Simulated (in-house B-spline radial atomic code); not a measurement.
Radial electron density of Si VIII (Si7+), [He] 2s2 2p3. Method: scalar-relativistic (X2C) r2SCAN0, spin-polarised, spherical fractional occupations, Fermi nucleus of rms radius 3.1224 fm. Calculated with a B-spline radial code for spherical atoms.

Columns: r (bohr), 4πr²n(r) (electrons per bohr), bar.

```
 0.00415   0.3769 #
 0.00483   0.4973 #
 0.00563    0.656 ##
 0.00655   0.8594 ##
 0.00763    1.124 ###
 0.00889    1.464 ####
  0.0103    1.878 #####
  0.0121     2.45 #######
   0.014    3.095 #########
  0.0163    3.915 ###########
   0.019    4.911 ##############
  0.0222    6.105 #################
  0.0258    7.429 #####################
  0.0301    8.937 #########################
   0.035    10.51 #############################
  0.0408    12.12 ##################################
  0.0475     13.6 ######################################
  0.0553    14.82 #########################################
  0.0644    15.61 ###########################################
   0.075    15.81 ############################################
  0.0873    15.34 ###########################################
   0.102    14.17 #######################################
   0.118    12.59 ###################################
   0.138    10.68 ##############################
   0.161    8.997 #########################
   0.187    7.928 ######################
   0.218     7.65 #####################
   0.254    8.168 #######################
   0.295    9.122 #########################
   0.344    10.02 ############################
     0.4    10.27 #############################
   0.466    9.562 ###########################
   0.543    7.921 ######################
   0.632    5.754 ################
   0.736     3.59 ##########
   0.857    1.887 #####
   0.999   0.8084 ##
    1.16   0.2838 #
    1.35  0.07593 
    1.58  0.01413 
    1.84 0.001953
```

On this grid the curve has 2 maxima, near 0.075, 0.4 bohr.

The 2s up radial function P(r) = rR(r), positive near the nucleus:

| r (bohr) | P |
| --- | --- |
| 0.00143 | 0.04562 |
| 0.00194 | 0.06092 |
| 0.00263 | 0.08111 |
| 0.00356 | 0.1075 |
| 0.00483 | 0.1422 |
| 0.00655 | 0.1868 |
| 0.00889 | 0.2436 |
| 0.0121 | 0.3147 |
| 0.0163 | 0.3967 |
| 0.0222 | 0.4926 |
| 0.0301 | 0.5898 |
| 0.0408 | 0.6726 |
| 0.0553 | 0.7121 |
| 0.075 | 0.6666 |
| 0.102 | 0.4849 |
| 0.138 | 0.138 |
| 0.187 | -0.368 |
| 0.254 | -0.9359 |
| 0.344 | -1.363 |
| 0.466 | -1.456 |
| 0.632 | -1.157 |
| 0.857 | -0.6548 |
| 1.16 | -0.2433 |
| 1.58 | -0.05007 |
